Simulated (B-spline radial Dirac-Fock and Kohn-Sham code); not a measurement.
**Two-hole binding energies of La⁷⁺**

System: lanthanum as La⁷⁺ in the configuration [Kr] 4d10 5s2 5p2.

Input file task.json (cfg lists n, l and occupation; rrms is the nuclear radius in fm):

```json
{"items": [{
  "Z": 57,
  "q": 7,
  "cfg": [[1, 0, 2], [2, 0, 2], [2, 1, 6], [3, 0, 2], [3, 1, 6], [3, 2, 10], [4, 0, 2], [4, 1, 6], [4, 2, 10], [5, 0, 2], [5, 1, 2]],
  "A": 139,
  "rrms": 4.855,
  "do": ["binding", "quiet", "double"]
}]}
```

Launch: `python xray_run.py task.json out`

Level of theory: relaxed Dirac-Fock hole states (ΔSCF) with Breit and QED corrections and a finite nucleus; a radial finite-basis atomic code. U is the two-hole binding energy less the two single-hole energies, the effective repulsion of the holes after relaxation. Each two-hole energy is an average over J within one jj subconfiguration.

| holes | E(a) (eV) | E(b) (eV) | E(ab) (eV) | U (eV) |
| --- | --- | --- | --- | --- |
| 1s⁻² | 39029.9 | 39029.9 | 79024.2 | 964.3 |
| 1s⁻¹ 2p1/2⁻¹ | 39029.9 | 5997.4 | 45310.5 | 283.2 |
| 1s⁻¹ 3d3/2⁻¹ | 39029.9 | 954.6 | 40064.6 | 80.2 |
| 1s⁻¹ 3d5/2⁻¹ | 39029.9 | 937.8 | 40046.2 | 78.5 |
| 2s⁻¹ 2p1/2⁻¹ | 6377.6 | 5997.4 | 12530.7 | 155.6 |
| 2s⁻¹ 3p3/2⁻¹ | 6377.6 | 1231.6 | 7682.4 | 73.1 |
| 2p1/2⁻¹ 3s⁻¹ | 5997.4 | 1473.0 | 7544.2 | 73.8 |
| 2s⁻¹ 3d5/2⁻¹ | 6377.6 | 937.8 | 7393.9 | 78.5 |
| 2p1/2⁻¹ 3d3/2⁻¹ | 5997.4 | 954.6 | 7030.1 | 78.1 |
| 2p1/2⁻¹ 3d5/2⁻¹ | 5997.4 | 937.8 | 7015.5 | 80.3 |
| 2p3/2⁻¹ 3d5/2⁻¹ | 5589.4 | 937.8 | 6605.0 | 77.9 |
| 3p3/2⁻² | 1231.6 | 1231.6 | 2520.6 | 57.3 |
| 3d3/2⁻² | 954.6 | 954.6 | ? | ? |
| 4d5/2⁻² | 200.3 | 200.3 | 426.9 | 26.3 |

Q: Give the missing two-hole energy and U.

A: E(ab) = 1973.1 eV and U = 64.0 eV.

Run: 40 s of CPU time on 1 thread of Neoverse-V2 (shared host), peak memory 0.45 GiB.

Values without a named source are computed, but for edge energies of neutral atoms, which are taken from tables.
